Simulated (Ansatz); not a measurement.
`N[Si](O)(F)Br` + HCl → `O[Si](F)(Cl)Br` + NH₃ at 400 K and 1 bar (ligand exchange at the Si–N bond).

Program: Ansatz. Geometries: PBE0-D4/def2-TZVP. ΔE: electronic, gas phase. CCSD(T)/CBS is the MP2 limit (def2-TZVPP, def2-QZVPP) plus CCSD(T) − MP2 in def2-TZVPP, frozen cores. This one scheme is used for every species. For Br outer-core shells are correlated without core-valence functions, which leaves a few kJ/mol of doubt a bond. Scalar relativity is left out up to krypton. Each species was taken in one conformer, which may not be the lowest.

```csv
species,CCSD(T)/CBS energy (Eh),H − E (kJ/mol),S (J/(mol·K))
`N[Si](O)(F)Br`,-3094.09073,151.9,383.3
HCl,-460.38127,29.6,195.4
`O[Si](F)(Cl)Br`,-3497.97222,83.8,382.5
NH₃,-56.50880,104.2,203.1
```

H − E and S are ideal-gas, rigid-rotor, harmonic terms from PBE0-D4/def2-TZVP, for one conformer and one mirror image of each species. 1 Eh = 2625.50 kJ/mol, R = 8.31446 J/(mol·K).

Task: By hand: ΔE, ΔH, ΔS and ΔG.

Result: ΔE = (-3497.97222) + (-56.50880) − (-3094.09073) − (-460.38127) = -0.00902 Eh = -23.7 kJ/mol. Δ(H − E) = 83.8 + 104.2 − 151.9 − 29.6 = 6.5, so ΔH = -17.2 kJ/mol. ΔS = 382.5 + 203.1 − 383.3 − 195.4 = 6.9 J/(mol·K). ΔG = -17.2 − 400 × (6.9)/1000 = -20.0 kJ/mol.

Task: By hand: the equilibrium constant, and the temperature at which ΔG would vanish if ΔH and ΔS stayed fixed.

Result: log₁₀ K = −ΔG/(RT ln 10) = 2.6. ΔH and −TΔS have one sign here, so there is no such temperature.

The number of gas molecules stays the same, so ΔS is small and ΔH decides. A doubt of 5 kJ/mol in ΔE shifts log₁₀ K by 0.7 here. Other conformers and mirror images would add mixing entropy, several J/(mol·K) or more a flexible species. These are equilibria of isolated gas molecules and say nothing of rates. Largest T1 diagnostic: 0.009 (customary marks: 0.02 for closed shells, 0.045 for open ones).

ΔS is within the doubt of such terms, so its sign, and with it that verdict, could turn.
